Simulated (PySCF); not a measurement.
A structure optimised at PBE0-D3(BJ)/def2-SVP, used in a PySCF frequency run:

```
C
C 1 1.3345
F 2 1.3088 1 124.62
F 2 1.3110 3 110.49 1 180.00
H 1 1.0918 2 116.37 3 0.00
C 1 1.4500 5 120.05 2 180.00
C 6 1.3401 1 124.24 5 0.00
H 7 1.0919 6 121.18 1 180.00
H 7 1.0941 8 117.28 6 -180.00
H 6 1.0951 7 119.29 8 0.00
```

Write its SMILES, formula and point group.

C=CC=C(F)F, C₄H₄F₂, Cs

What are its rotational constants (standard atomic weights)?

9.8341, 1.9535, 1.6297 GHz
